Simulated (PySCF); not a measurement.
SMILES CC(C)(C)[Si](F)(Cl)Cl (GFN2-xTB optimised geometry):

```
17

C      1.084     0.712    -1.294
C      0.536     0.097     0.000
C      1.059    -1.341     0.121
C      1.059     0.910     1.192
Si    -1.383     0.097     0.000
F     -1.860    -0.574     1.394
Cl    -2.172    -1.054    -1.440
Cl    -2.172     1.940     0.000
H      2.172     0.705    -1.276
H      0.753     0.148    -2.163
H      0.751     1.742    -1.406
H      0.734    -1.947    -0.721
H      0.703    -1.807     1.037
H      2.147    -1.338     0.140
H      2.147     0.889     1.205
H      0.739     1.947     1.127
H      0.699     0.497     2.131
```

Method: PySCF with PBE0/def2-SVP.

Q: What are the frontier orbital energies and the dipole moment?

A: HOMO-2 -9.61 eV, HOMO-1 -9.40 eV, HOMO -8.48 eV, LUMO 0.86 eV, LUMO+1 1.51 eV; dipole moment 2.13 D.

Meta-Löwdin charges at PBE0/def2-SVP: C1 -0.30, C2 -0.15, C3 -0.30, C4 -0.30, Si5 1.10, F6 -0.47, Cl7 -0.24, Cl8 -0.24, H9 0.10, H10 0.10, H11 0.10, H12 0.10, H13 0.10, H14 0.10, H15 0.10, H16 0.10, H17 0.10.
